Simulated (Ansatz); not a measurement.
C2H3FSi, SMILES `C=C[Si]F` (lower singlet; C–C–Si–F torsion 180°) (charge 0, multiplicity 1). This singlet lies 1.77 eV below the relaxed triplet at the level B3LYP/cc-pVTZ // PBE0-D3(BJ)/def2-TZVP (Ansatz, a first-principles code).

Cartesian coordinates (Å):
```xyz
7

C     -1.1541     0.0473    -0.1283
C      0.0897    -0.1536     0.3193
Si     1.4431     0.4190    -0.8382
F      2.7532     0.0233     0.0270
H     -2.0464    -0.2299     0.4271
H     -1.3288     0.5117    -1.0989
H      0.2432    -0.6177     1.2920
```
Charge 0, spin multiplicity 1.

The restricted HF start is unstable towards unrestricted orbitals.

**Question.** Give the natural occupations of the active orbitals, the CASSCF energy and the corrected energy for frozen-core fic-MRCISD+Q@CASSCF(6e,6o)/cc-pVTZ // PBE0-D3(BJ)/def2-TZVP in Ansatz.

**Answer.** 
```yaml
natural_occupations: 1.98, 1.93, 1.91, 0.09, 0.06, 0.02
CASSCF energy: -466.0028 Ha
corrected_energy: -466.6329 Ha
weight_of_the_reference: 0.881
```
